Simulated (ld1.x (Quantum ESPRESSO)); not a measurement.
Pseudopotential generation for Si: TM semilocal, PBE, scalar-relativistic.

ld1.x (Quantum ESPRESSO) 7.5 was run on this input:

```
&input
   title='Si', zed=14., rel=1, dft='PBE', iswitch=3,
   config='[Ne] 3s2 3p1.75 3d-2',
   nld=3, rlderiv=2.05, eminld=-3.0, emaxld=5.0, deld=0.02
 /
 &inputp
   pseudotype=1, tm=.true., lloc=1,
   nlcc=.true., new_core_ps=.true., rcore=0.75,
   file_pseudopw='Si.pp', file_wfcaegen='ae.wfc', file_wfcncgen='nc.wfc'
 /
3
3S  1  0   2.00   0.00  1.70  1.70  0.0
3D  3  2  -2.00   0.40  1.65  1.65  0.0
3P  2  1   1.75   0.00  1.90  1.90  0.0
 &test
   configts(1)='3s2 3p1.75'
 /
```

Command:

```bash
ld1.x < Si.in > Si.out
```

Resulting log (shortened: banner, matrices, multipoles, cross overlaps and the repeated all-electron block are left out):

```
Program LD1 v.7.5
     --------------------------- All-electron run ----------------------------

     Si
     scalar relativistic calculation

     atomic number is 14.00
     dft =PBE   lsd =0 sic =0 latt =0  beta=0.20 tr2=1.0E-14
     Exchange-correlation= PBE
                           (   1   4   3   4   0   0   0)
     mesh =1141 r(mesh) = 100.57892 a.u. xmin = -7.00 dx = 0.01250
     1 Ry =  13.60569312 eV, c = 137.03599908

     n l     nl                  e(Ry)          e(Ha)          e(eV)
     1 0     1S 1( 2.00)      -131.4225       -65.7113     -1788.0946
     2 0     2S 1( 2.00)       -10.4097        -5.2048      -141.6307
     2 1     2P 1( 6.00)        -7.1802        -3.5901       -97.6921
     3 0     3S 1( 2.00)        -0.9345        -0.4673       -12.7150
     3 1     3P 1( 1.75)        -0.4282        -0.2141        -5.8254

     final scf error:  2.7E-15 reached in  28 iterations

     Etot =    -579.584034 Ry,    -289.792017 Ha,   -7885.642499 eV

     Ekin =     581.024529 Ry,     290.512265 Ha,    7905.241444 eV
     Encl =   -1381.608309 Ry,    -690.804155 Ha,  -18797.738673 eV
     Eh   =     262.194195 Ry,     131.097098 Ha,    3567.333759 eV
     Exc  =     -41.194449 Ry,     -20.597224 Ha,    -560.479029 eV

     normalization and overlap integrals

     s(1S/1S) =  1.000000  <r> =   0.1113  <r2> =    0.0167  r(max) =   0.0723
     s(2S/2S) =  1.000000  <r> =   0.5679  <r2> =    0.3856  r(max) =   0.4543
     s(2P/2P) =  1.000000  <r> =   0.5376  <r2> =    0.3648  r(max) =   0.3861
     s(3S/3S) =  1.000000  <r> =   2.1377  <r2> =    5.3104  r(max) =   1.7744
     s(3P/3P) =  1.000000  <r> =   2.6932  <r2> =    8.6571  r(max) =   2.1137

     ------------------------ End of All-electron run ------------------------

     --------------------- Generating NC pseudopotential ---------------------

      Generating local pot.: lloc=1, matching radius rcloc =   1.9000

      Computing core charge for nlcc:

       r > 0.76 : true rho core
      Core charge pseudized with two Bessel functions
      Integrated core pseudo-charge :   7.64

      Wfc   3S  rcut= 1.709  Using Troullier-Martins method

      Wfc   3D  rcut= 1.667  Using Troullier-Martins method

     ------------------- End of pseudopotential generation -------------------

     Computing logarithmic derivative in   2.04871
     Computing logarithmic derivative in   2.04871
     Computing the partial wave expansion
     R is outside the sphere for l=    0 j= 0.00
       no projector for channel:   1
     R is outside the sphere for l=    2 j= 0.00

     ---------------------- Testing the pseudopotential ----------------------

     Si
     scalar relativistic calculation

     atomic number is 14.00   valence charge is  4.00
     dft =PBE   lsd =0 sic =0 latt =0  beta=0.20 tr2=1.0E-14
     mesh =1141 r(mesh) = 100.57892 xmin = -7.00 dx = 0.01250

     n l     nl             e AE (Ry)        e PS (Ry)    De AE-PS (Ry)
     1 0     3S   1( 2.00)       -0.93453       -0.93454        0.00000
     2 1     3P   1( 1.75)       -0.42816       -0.42816       -0.00000

     eps = 1.8E-15  iter =  6

     Etot =    -579.584034 Ry,    -289.792017 Ha,   -7885.642499 eV
     Etotps =   -26.060477 Ry,     -13.030238 Ha,    -354.570850 eV

     Ekin =       2.480322 Ry,       1.240161 Ha,      33.746495 eV
     Encl =     -13.423067 Ry,      -6.711533 Ha,    -182.630125 eV
     Ehrt =       5.316590 Ry,       2.658295 Ha,      72.335891 eV
     Ecxc =     -20.713688 Ry,     -10.356844 Ha,    -281.824083 eV
     (Ecc =     -18.595660 Ry,      -9.297830 Ha,    -253.006844 eV)
     Epseu=       0.279366 Ry,       0.139683 Ha,       3.800972 eV

     ---------------------- End of pseudopotential test ----------------------
```

Generation and configuration tests took about 0.71 s on one core of a shared server CPU.

Transferability test of the new file with ld1.x, input:

```
&input
   title='Si', zed=14., rel=1, dft='PBE', iswitch=2,
   config='[Ne] 3s2 3p1.75 3d-2'
 /
 &test
   file_pseudo='Si.pp', nconf=8,
   configts(1)='3s2 3p1.75',
   configts(2)='3s2 3p2',
   configts(3)='3s2 3p1',
   configts(4)='3s2 3p0',
   configts(5)='3s0 3p4',
   configts(6)='3s2 3p1.5',
   configts(7)='3s1 3p2',
   configts(8)='3s2 3p2.3'
 /
```

```bash
ld1.x < Si.test.in > Si.test.out
```

Pseudopotential blocks of its output, shortened (energy terms left out):

```
     ---------------------- Testing the pseudopotential ----------------------

     n l     nl             e AE (Ry)        e PS (Ry)    De AE-PS (Ry)
     1 0     3S   1( 2.00)       -0.93453       -0.93454        0.00000
     2 1     3P   1( 1.75)       -0.42816       -0.42816       -0.00000

     eps = 2.2E-15  iter = 13

     Etot =    -579.584034 Ry,    -289.792017 Ha,   -7885.642499 eV
     Etotps =   -26.060477 Ry,     -13.030239 Ha,    -354.570855 eV

     ---------------------- End of pseudopotential test ----------------------

          ---------------------- Testing the pseudopotential ----------------------

     n l     nl             e AE (Ry)        e PS (Ry)    De AE-PS (Ry)
     1 0     3S   1( 2.00)       -0.79473       -0.79482        0.00009
     2 1     3P   1( 2.00)       -0.29996       -0.30001        0.00004

     eps = 5.6E-15  iter = 14

     Etot =    -579.674871 Ry,    -289.837435 Ha,   -7886.878406 eV
     Etotps =   -26.151325 Ry,     -13.075663 Ha,    -355.806906 eV
     dEtot_ae =      -0.090837 Ry
     dEtot_ps =      -0.090848 Ry,   Delta E=       0.000011 Ry

     ---------------------- End of pseudopotential test ----------------------

          ---------------------- Testing the pseudopotential ----------------------

     n l     nl             e AE (Ry)        e PS (Ry)    De AE-PS (Ry)
     1 0     3S   1( 2.00)       -1.39899       -1.39846       -0.00053
     2 1     3P   1( 1.00)       -0.85670       -0.85632       -0.00038

     eps = 2.0E-15  iter =  9

     Etot =    -579.105988 Ry,    -289.552994 Ha,   -7879.138356 eV
     Etotps =   -25.582524 Ry,     -12.791262 Ha,    -348.067970 eV
     dEtot_ae =       0.478046 Ry
     dEtot_ps =       0.477953 Ry,   Delta E=       0.000092 Ry

     ---------------------- End of pseudopotential test ----------------------

          ---------------------- Testing the pseudopotential ----------------------

     n l     nl             e AE (Ry)        e PS (Ry)    De AE-PS (Ry)
     1 0     3S   1( 2.00)       -2.09735       -2.09543       -0.00192
     2 1     3P   1( 0.00)       -1.50702       -1.50539       -0.00163

     eps = 1.1E-16  iter =  9

     Etot =    -577.930541 Ry,    -288.965271 Ha,   -7863.145587 eV
     Etotps =   -24.407957 Ry,     -12.203979 Ha,    -332.087176 eV
     dEtot_ae =       1.653493 Ry
     dEtot_ps =       1.652520 Ry,   Delta E=       0.000973 Ry

     ---------------------- End of pseudopotential test ----------------------

          ---------------------- Testing the pseudopotential ----------------------

     n l     nl             e AE (Ry)        e PS (Ry)    De AE-PS (Ry)
     1 0     3S   1( 0.00)       -0.89898       -0.89932        0.00035
     2 1     3P   1( 4.00)       -0.38210       -0.38189       -0.00021

     eps = 6.0E-15  iter =  7

     Etot =    -578.662175 Ry,    -289.331088 Ha,   -7873.099978 eV
     Etotps =   -25.138040 Ry,     -12.569020 Ha,    -342.020464 eV
     dEtot_ae =       0.921858 Ry
     dEtot_ps =       0.922437 Ry,   Delta E=      -0.000578 Ry

     ---------------------- End of pseudopotential test ----------------------

          ---------------------- Testing the pseudopotential ----------------------

     n l     nl             e AE (Ry)        e PS (Ry)    De AE-PS (Ry)
     1 0     3S   1( 2.00)       -1.08246       -1.08233       -0.00013
     2 1     3P   1( 1.50)       -0.56422       -0.56414       -0.00008

     eps = 7.9E-15  iter = 11

     Etot =    -579.460145 Ry,    -289.730073 Ha,   -7883.956911 eV
     Etotps =   -25.936591 Ry,     -12.968296 Ha,    -352.885301 eV
     dEtot_ae =       0.123888 Ry
     dEtot_ps =       0.123886 Ry,   Delta E=       0.000002 Ry

     ---------------------- End of pseudopotential test ----------------------

          ---------------------- Testing the pseudopotential ----------------------

     n l     nl             e AE (Ry)        e PS (Ry)    De AE-PS (Ry)
     1 0     3S   1( 1.00)       -1.45287       -1.45248       -0.00039
     2 1     3P   1( 2.00)       -0.90305       -0.90251       -0.00054

     eps = 6.4E-16  iter =  9

     Etot =    -578.559852 Ry,    -289.279926 Ha,   -7871.707805 eV
     Etotps =   -25.036387 Ry,     -12.518193 Ha,    -340.637394 eV
     dEtot_ae =       1.024181 Ry
     dEtot_ps =       1.024090 Ry,   Delta E=       0.000091 Ry

     ---------------------- End of pseudopotential test ----------------------

          ---------------------- Testing the pseudopotential ----------------------

     n l     nl             e AE (Ry)        e PS (Ry)    De AE-PS (Ry)
     1 0     3S   1( 2.00)       -0.63967       -0.63982        0.00015
     2 1     3P   1( 2.30)       -0.15822       -0.15828        0.00005

     eps = 5.7E-15  iter =  9

     Etot =    -579.743236 Ry,    -289.871618 Ha,   -7887.808558 eV
     Etotps =   -26.219709 Ry,     -13.109854 Ha,    -356.737311 eV
     dEtot_ae =      -0.159202 Ry
     dEtot_ps =      -0.159232 Ry,   Delta E=       0.000029 Ry

     ---------------------- End of pseudopotential test ----------------------
```
